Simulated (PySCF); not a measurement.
H4BN, charge -1, doublet, at a GFN2-xTB geometry (a state made from the parent by changing its charge; the spin is typed, not shown lowest) (in this run its highest filled SCF level lies above zero, so its values depend strongly on the basis, on diffuse functions most of all); PySCF with DF-CAMB3LYP/cc-pVQZ.

Input for PySCF:
```python
from pyscf import gto, scf, dft

mol = gto.Mole()
mol.atom = '''
    B    -0.85821139    0.10739517   -0.15583823
    N     0.69923672   -0.10831351   -0.09977272
    H    -1.46270089   -0.95255085    0.11348944
    H    -1.25784084    1.05119416    0.59906258
    H     1.14447758    0.79761676    0.05102349
    H     0.97246411   -0.67504134    0.71402463
'''
mol.basis = 'cc-pvqz'
mol.charge = -1
mol.spin = 1
mol.verbose = 5
mol.build()

mf = dft.UKS(mol)
mf.xc = 'camb3lyp'
mf = mf.density_fit(auxbasis='def2-universal-jkfit')
mf.kernel()
```

### Question
Write the output that PySCF gives for this input, abridged.

### Answer

```
PySCF version 2.14.0

[INPUT] verbose = 5
[INPUT] max_memory = 4000
[INPUT] num. atoms = 6
[INPUT] num. electrons = 17
[INPUT] charge = -1
[INPUT] spin (= nelec alpha-beta = 2S) = 1
[INPUT] symmetry False subgroup None
[INPUT] Mole.unit = angstrom
[INPUT] Symbol           X                Y                Z      unit          X                Y                Z       unit  Magmom
[...]
[INPUT] ---------------- BASIS SET ----------------
[INPUT] l, kappa, [nprim/nctr], expnt,             c_1 c_2 ...
[INPUT] N
[...]
                                6868              0.000717 -0.000159
                                1563              0.003749 -0.000824
                                442.4             0.015532 -0.003478
                                144.3             0.053146 -0.011966
                                52.18             0.146787 -0.035388
                                20.34             0.304663 -0.080077
                                8.381             0.397684 -0.146722
                                3.529             0.217641 -0.11636
[...]
                                11.37             0.037962
                                3.435             0.149028
[...]
[INPUT] H
[...]
                                12.41             0.015343
                                2.824             0.075579
[...]
[INPUT] B
[...]
                                3575              0.000687 -0.000139
                                812.8             0.0036 -0.000725
                                229.7             0.014949 -0.003063
                                74.69             0.051435 -0.010581
                                26.81             0.143302 -0.031365
                                10.32             0.300935 -0.071012
                                4.178             0.403526 -0.132103
                                1.727             0.22534 -0.123072
[...]
                                5.058             0.033206
                                1.487             0.132314
[...]
nuclear repulsion = 30.1660139073279
number of shells = 68
number of NR pGTOs = 264
number of NR cGTOs = 230
basis = cc-pvqz
ecp = {}

******** <class 'pyscf.df.df_jk.DFUKS'> ********
method = DFUKS
initial guess = minao
damping factor = 0
level_shift factor = 0
DIIS = <class 'pyscf.scf.diis.CDIIS'>
diis_start_cycle = 1
diis_space = 8
diis_damp = 0
SCF conv_tol = 1e-09
SCF conv_tol_grad = None
SCF max_cycles = 50
direct_scf = False
number electrons alpha = 9  beta = 8
XC library pyscf.dft.libxc version 7.1.2
    S. Lehtola, C. Steigemann, M. J. T. Oliveira, and M. A. L. Marques,  SoftwareX 7, 1–5 (2018)
XC functionals = camb3lyp
    T. Yanai, D. P. Tew, and N. C. Handy,  Chem. Phys. Lett. 393, 51 (2004)
radial grids:
    Treutler-Ahlrichs [JCP 102, 346 (1995); DOI:10.1063/1.469408] (M4) radial grids

becke partition: Becke, JCP 88, 2547 (1988); DOI:10.1063/1.454033
pruning grids: <function nwchem_prune>
grids dens level: 3
symmetrized grids: False
atomic radii adjust function: <function treutler_atomic_radii_adjust>
small_rho_cutoff = 0
Set gradient conv threshold to 3.16228e-05
atom B rad-grids = 75, ang-grids = [ 50  50  50  50  50  50  50  50  50  50  50  50  50  50  50  50  50  50
  50  50  50  50  50  86  86  86  86  86  86  86  86  86 266 266 266 266
 266 266 266 302 302 302 302 302 302 302 302 302 302 302 302 302 302 302
 302 302 302 302 266 266 266 266 266 266 266 266 266 266 266 266 266 266
 266 266 266]
atom N rad-grids = 75, ang-grids = [ 50  50  50  50  50  50  50  50  50  50  50  50  50  50  50  50  50  50
  50  50  50  50  50  86  86  86  86  86  86  86  86  86  86 266 266 266
 266 266 266 266 302 302 302 302 302 302 302 302 302 302 302 302 302 302
 302 302 302 302 302 302 266 266 266 266 266 266 266 266 266 266 266 266
 266 266 266]
atom H rad-grids = 50, ang-grids = [ 50  50  50  50  50  50  50  50  50  50  50  50  50  50  50  86  86  86
  86 266 266 266 266 266 302 302 302 302 302 302 302 302 302 302 302 302
 302 266 266 266 266 266 266 266 266 266 266 266 266 266]
tot_boxes 1560, boxes in each direction [11 10  8]
Padding 4 grids
tot grids = 67184
nelec by numeric integration = [7.99981633 7.99981633]
******** <class 'pyscf.df.df.DF'> ********
auxbasis = def2-universal-jkfit
num shells = 74, num cGTOs = 224
size of aux basis 224
int3c2e [1/1], AO [0:68], nrow = 26565
Create RSH-DF object <pyscf.df.df.DF object> for omega=0.33
******** <class 'pyscf.df.df.DF'> ********
auxbasis = auxmol.basis = def2-universal-jkfit
num shells = 74, num cGTOs = 224
cond = -4.215e+19, drop 60 bfns
size of aux basis 164
int3c2e [1/1], AO [0:68], nrow = 26565
E1 = -168.1811856705805  E2 = 56.25536013150458  Ecoul = 68.46286815342658  Exc = -12.207508021922001
init E= -81.7598116317481
cond(S) = 39321.69791136563

  alpha mo_energy =
[-1.44724506e+01 -6.89447462e+00 -1.11322693e+00 -6.62291583e-01
 -5.46560919e-01 -4.45743648e-01 -3.61910424e-01 -3.06402561e-01
 -9.54989392e-02  2.88584305e-02  8.99271929e-02  9.68622362e-02
  1.20633393e-01  1.39419103e-01  1.52640264e-01  1.74623867e-01
  2.07236872e-01  2.46430890e-01  2.76632918e-01  3.03850995e-01
  3.19953202e-01  3.25130651e-01  3.70398331e-01  3.92684399e-01
  4.11157368e-01  4.14080893e-01  4.18892074e-01  4.71103852e-01
  5.20397962e-01  5.41049069e-01  6.03265452e-01  6.45142438e-01
  6.60899112e-01  6.96621523e-01  7.39208111e-01  7.46615574e-01
  7.67463145e-01  7.98747198e-01  8.34840693e-01  9.09045049e-01
  9.30503319e-01  9.50772410e-01  9.69419074e-01  9.90447373e-01
  1.02121735e+00  1.05877555e+00  1.07049546e+00  1.08613776e+00
  1.12536781e+00  1.13093992e+00  1.14745566e+00  1.21719257e+00
  1.23951690e+00  1.28718234e+00  1.31377556e+00  1.33373143e+00
  1.35672205e+00  1.41212082e+00  1.44300093e+00  1.48057563e+00
  1.57015580e+00  1.61325554e+00  1.65833931e+00  1.68712785e+00
  1.72133653e+00  1.74575488e+00  1.81989152e+00  1.87963831e+00
  2.02686029e+00  2.06287902e+00  2.11671190e+00  2.16030005e+00
[...]
   0.98028369   1.0007274    1.03194985   1.05918609   1.14620163
   1.16538345   1.19199607   1.20274517   1.23942653   1.28009372
   1.30793785   1.33014589   1.34289452   1.36666129   1.38707729
   1.40266498   1.47959984   1.50262832   1.54823281   1.57663164
   1.60478378   1.62162116   1.67734009   1.6985508    1.74958694
   1.8365692    1.87000744   1.91944479   1.94237472   1.9902705
   2.03693008   2.10195403   2.16218044   2.28444545   2.34000755
   2.38380526   2.40583217   2.47028626   2.48611295   2.53730045
   2.56555264   2.58180486   2.59197544   2.63828358   2.65666082
   2.72698322   2.74037636   2.76415974   2.80319079   2.80940971
   2.81506262   2.84392905   2.86800727   2.88799332   2.9004278
   2.94697028   2.96863771   2.98985806   3.08150988   3.10746125
   3.15065524   3.17121784   3.22100825   3.25174232   3.25730234
   3.28297201   3.38662062   3.40641291   3.43293703   3.48060964
   3.59800761   3.63338036   3.71493043   3.79077692   3.87317499
   3.90441396   3.91198639   3.97150763   4.01762451   4.03255945
   4.08786125   4.12638466   4.14251921   4.18807907   4.21659773
   4.2475279    4.27504465   4.3733811    4.44644996   4.4905579
   4.564887     4.59342455   4.66065807   4.71751995   4.78973979
   4.81672688   4.85853223   4.89722661   4.99682347   5.0448776
   5.05545849   5.16831103   5.21741416   5.71033851   5.80318754
   6.12736215   6.18338638   6.22391305   6.23879701   6.26118412
   6.28582308   6.34093      6.39928875   6.43711897   6.58126393
   6.75564839   6.82445492   6.88795496   6.9467988    6.99141352
   7.03394132   7.11462198   7.17966273   7.22793538   7.29937439
   7.31072363   7.35484257   7.4251727    7.45034509   7.4724844
   7.53742881   7.54799975   7.6474387    7.75431628   7.78190114
   7.79685402   7.86524777   7.93801568   7.99995291   8.01719059
   8.08564208   8.12623401   8.14139501   8.21402313   8.31197253
   8.3463597    8.37599868   8.41258116   8.42253616   8.47272666
   8.48734519   8.52910648   8.56181469   8.58112126   8.60354803
   8.66364912   8.67273334   8.69791704   8.71111848   8.77399541
   8.80572277   8.84819184   8.97014931   9.00440087   9.0387936
   9.07219198   9.14297472   9.21913887   9.29588008   9.31187068
   9.37514971   9.41336888   9.46726923   9.51924201   9.64175371
   9.71289695   9.80476764   9.87993236   9.92199508   9.96104691
  10.07948229  10.22015308  10.25384028  10.55090358  10.63417443
  11.52537591  11.77270041  11.85486103  11.91805755  11.97475562
  12.37495292  13.63260883  14.2575146   16.9904764   33.24146921]
  beta  mo_energy =
[-14.13753926  -6.55500678  -0.68820833  -0.31488063  -0.30757716
  -0.200521    -0.13965756  -0.08855362   0.22878162   0.23795305
   0.28216435   0.30390954   0.32336466   0.33797023   0.36545169
   0.39616793   0.43050727   0.5026756    0.52454164   0.53759411
   0.55334179   0.56585876   0.61482585   0.62524359   0.63637702
   0.65259725   0.65954253   0.73137345   0.75491675   0.80110971
   0.8494086    0.87432147   0.90389934   0.93836182   0.98127188
   0.98448724   1.00817575   1.03915628   1.06288841   1.15479525
   1.17101214   1.19590995   1.20603061   1.25364172   1.28604683
   1.31581258   1.33613985   1.35027479   1.37195525   1.39088435
   1.41242952   1.49263746   1.51407242   1.56357913   1.58919214
   1.61469187   1.63630426   1.68393432   1.71165475   1.7621042
   1.84929755   1.87706664   1.92953207   1.95051173   1.99658749
   2.04387207   2.10917908   2.17393268   2.28814722   2.34440605
   2.39021159   2.40962403   2.47283778   2.48899792   2.54069274
   2.56765244   2.58440304   2.59660075   2.64110498   2.66123779
   2.73069662   2.74673429   2.76881237   2.80674037   2.81225177
   2.81778673   2.84792593   2.87049528   2.89135159   2.90486525
   2.95126022   2.97597181   2.99404851   3.08649286   3.11396541
   3.15474503   3.17480043   3.22653445   3.2587958    3.26378336
   3.28908537   3.39331335   3.41308856   3.44095838   3.48975881
   3.60695526   3.64351741   3.72601985   3.80795622   3.8855006
   3.91558791   3.9270799    3.99465673   4.03261604   4.05281465
   4.10900837   4.1385207    4.15920237   4.20415152   4.23259258
   4.26464088   4.2976674    4.39171229   4.46299907   4.50306511
   4.57672943   4.60590665   4.67435379   4.7284088    4.80336905
   4.83008246   4.8708169    4.91313476   5.01461025   5.06248102
   5.06934529   5.17462216   5.2274254    5.71570219   5.80834394
   6.1297613    6.18580894   6.22711525   6.24063513   6.26451626
   6.28781634   6.34394764   6.40298124   6.43932925   6.58361662
   6.75787624   6.82911932   6.89274326   6.94926598   6.99490181
   7.03781085   7.11800617   7.18311096   7.23280393   7.30250382
   7.31409443   7.35861294   7.42858214   7.45394734   7.47661403
   7.54128338   7.55113053   7.65056222   7.75673663   7.78576198
   7.79951534   7.86913301   7.94222496   8.0011763    8.01945339
   8.08903769   8.13117454   8.14283145   8.21725377   8.31439133
   8.35007652   8.37856902   8.41608174   8.42413314   8.47496323
   8.49047523   8.5325076    8.56555      8.58336092   8.60640572
   8.6668997    8.67519085   8.70030803   8.71420863   8.77748765
   8.80970542   8.85150597   8.97282623   9.00756747   9.04425186
   9.07666121   9.14643986   9.22275361   9.29846496   9.31476918
   9.37813472   9.41676176   9.46919791   9.522793     9.64496113
   9.71563122   9.80776566   9.88211208   9.92512035   9.96339627
  10.08199105  10.22335517  10.25624823  10.55303271  10.63726605
  11.52893999  11.77555893  11.85755696  11.91941932  11.97659094
  12.37756548  13.63586646  14.26013787  17.00025874  33.24314786]
multiplicity <S^2> = 0.7525117  2S+1 = 2.0025101
nelec by numeric integration = [8.99999471 8.00000068]
E1 = -173.2578469696402  E2 = 61.13235345304325  Ecoul = 73.69598361567985  Exc = -12.563630162636601
Extra cycle  E= -81.9594796092691  delta_E= -4.21e-11  |g|= 3.58e-06  |ddm|= 6.12e-05
converged SCF energy = -81.9594796092691  <S^2> = 0.7525117  2S+1 = 2.0025101
```
